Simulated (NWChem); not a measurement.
System meant: CH₇NO₂Si; SMILES CO[Si@H](N)O

Input file for NWChem:

```
start job
memory heap 200 mb stack 900 mb global 1100 mb
geometry units angstroms noautoz
  C     -0.021135    -2.252343     0.059718
  O      0.490980    -0.980420     0.398625
  Si    -0.065372     0.437389    -0.301887
  N      1.094931     1.598179     0.241354
  O     -1.596432     0.918151     0.180833
  H     -0.116249    -2.396314    -1.042445
  H     -1.024640    -2.430019     0.510133
  H      0.668758    -3.031802     0.445276
  H     -0.250464     0.200007    -1.772100
  H      1.043176     2.563404    -0.089882
  H      2.065967     1.297123     0.350961
  H     -1.605847     1.241514     1.100489
end
basis spherical
  * library def2-svp
end
dft
  xc pbe0
  iterations 4
  mulliken
end
task dft energy
```

End of the output:

```
    Atom       Charge   Shell Charges
 -----------   ------   -------------------------------------------------------
    1 C    6     5.95   1.96  0.58  0.31  1.81  1.15  0.13
    2 O    8     8.29   1.97  0.91  0.60  2.75  2.04  0.02
    3 Si  14    13.45   2.00  1.92  0.59  0.28  5.81  1.21  0.87  0.77
    4 N    7     7.24   1.97  0.71  0.45  2.24  1.85  0.02
    5 O    8     8.24   1.97  0.89  0.61  2.70  2.05  0.01
    6 H    1     0.99   0.65  0.27  0.06
    7 H    1     0.98   0.65  0.27  0.06
    8 H    1     0.98   0.65  0.27  0.06
    9 H    1     1.12   0.65  0.45  0.02
   10 H    1     0.93   0.59  0.21  0.13
   11 H    1     0.92   0.59  0.21  0.13
   12 H    1     0.91   0.55  0.18  0.18

 center of mass
 --------------
 x =  -0.01743384 y =   0.05379535 z =   0.01723527

 moments of inertia (a.u.)
 ------------------
         621.140957364669           0.000000000000           0.000000000000
           0.000000000000         297.076707837607          -0.000000000000
           0.000000000000          -0.000000000000         830.930114826071

     Multipole analysis of the density
     ---------------------------------

     L   x y z        total         alpha         beta         nuclear
     -   - - -        -----         -----         ----         -------
     0   0 0 0     -0.000000    -25.000000    -25.000000     50.000000

     1   1 0 0      0.404502      0.202251      0.202251      0.000000
     1   0 1 0      0.188209      0.094105      0.094105      0.000000
     1   0 0 1      0.081328      0.040664      0.040664      0.000000

     2   2 0 0    -28.083933    -86.055961    -86.055961    144.027989
     2   1 1 0      2.308431     -2.926958     -2.926958      8.162348
     2   1 0 1     -2.306424     -0.385134     -0.385134     -1.536155
     2   0 2 0    -22.999594   -182.918183   -182.918183    342.836772
     2   0 1 1      0.852556     -0.958815     -0.958815      2.770186
     2   0 0 2    -28.087697    -30.443145    -30.443145     32.798593

 ------------------------------------------------------------------------
 dft energy failed                                                                                  0
 ------------------------------------------------------------------------
 ------------------------------------------------------------------------
  current input line :
    25: task dft energy
 ------------------------------------------------------------------------
 ------------------------------------------------------------------------
 This type of error is most commonly associated with calculations not reaching convergence criteria
 ------------------------------------------------------------------------
 For more information see the NWChem manual at https://nwchemgit.github.io

0:dft energy failed:Received an Error in Communication
```

Task: What is wrong, and how is it mended?

Result: The run did not converge; its last values are not results. Cause: the SCF was allowed too few iterations. This input runs:
```
start job
memory heap 200 mb stack 900 mb global 1100 mb
geometry units angstroms noautoz
  C     -0.021135    -2.252343     0.059718
  O      0.490980    -0.980420     0.398625
  Si    -0.065372     0.437389    -0.301887
  N      1.094931     1.598179     0.241354
  O     -1.596432     0.918151     0.180833
  H     -0.116249    -2.396314    -1.042445
  H     -1.024640    -2.430019     0.510133
  H      0.668758    -3.031802     0.445276
  H     -0.250464     0.200007    -1.772100
  H      1.043176     2.563404    -0.089882
  H      2.065967     1.297123     0.350961
  H     -1.605847     1.241514     1.100489
end
basis spherical
  C library def2-svp
  O library def2-svp
  Si library def2-svp
  N library def2-svp
  H library def2-svp
end
dft
  xc pbe0
  iterations 150
  mulliken
end
task dft energy
```
It converges to -536.44055 Ha (PBE0/def2-SVP).
